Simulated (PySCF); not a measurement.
A geometry optimisation on `CC(C)[AsH2]`.

Computed with PBE0-D3(BJ)/def2-SVP geometry optimisation, gas phase (PySCF 2.14.0). Start geometry: GFN2-xTB. A driver script takes a list of jobs; this job's settings line and coordinates (Å) are shown.

Command:
```bash
OMP_NUM_THREADS=1 python probes_run.py task.json out
```

Input:
```
{"job": {"xc": "PBE0", "basis": "def2-SVP", "d3": "d3bj", "grid": 1, "shake": 0.01, "kind": "geom"}, "charge": 0, "multiplicity": 1}
C     -0.317690    -1.137900    -0.568600
C      0.070440     0.333930    -0.377080
C     -0.966910     1.088180     0.461920
As     1.917510     0.522560     0.461210
H      0.380620    -1.645580    -1.208730
H     -1.319260    -1.169510    -1.054970
H     -0.388000    -1.627120     0.387950
H      0.150940     0.829490    -1.363380
H     -1.935880     1.067610     0.029030
H     -0.655610     2.132440     0.600130
H     -1.028410     0.639650     1.471550
H      2.514100    -0.556450    -0.371860
H      1.583970    -0.494170     1.522520
```

Output:
```
step   0  E = -2354.82429836  max force = 0.037365
step   1  E = -2354.82730157  max force = 0.009526
step   2  E = -2354.82823943  max force = 0.002625
step   3  E = -2354.82841829  max force = 0.001161
step   4  E = -2354.82865438  max force = 0.002765
step   5  E = -2354.82876755  max force = 0.002354
step   6  E = -2354.82880195  max force = 0.000775
step   7  E = -2354.82880302  max force = 0.000082
optimisation converged
```

Energies in Eh; «max force» is the largest Cartesian gradient component in Eh/bohr.

Give the first gradient maximum in eV/Å.

With 1 Eh/bohr = 51.422 eV/Å, 1.921 eV/Å.

Main results: final energy -2354.82880 Eh after 7 steps; dipole 1.12 D.

Where do the atoms end?

0.040 Å rms from the input after alignment:
```
atom  x, y, z in Å
C1    -0.5778   -0.9433   -0.7036
C2     0.1996    0.3066   -0.3245
C3    -0.6444    1.2882    0.4793
As4    1.8875   -0.0612    0.6678
H5     0.0269   -1.6395   -1.3034
H6    -1.4748   -0.6826   -1.2923
H7    -0.9178   -1.4843    0.1946
H8     0.5449    0.8107   -1.2444
H9    -1.5475    1.5773   -0.0836
H10   -0.0918    2.2089    0.7216
H11   -0.9810    0.8398    1.4290
H12    2.3413   -1.2124   -0.2274
H13    1.2434   -1.0218    1.6678
```

How long does this job take on one thread, Arm Neoverse V2 (aarch64), no GPU, shared host with 32 logical CPUs at a one-minute load of 15? And the peak memory of the process?

About 41 s, with 0.51 GiB resident at the peak, the Python interpreter and its libraries included.
Labels such as C1 count atoms from 1, the log's own numbers from 0.
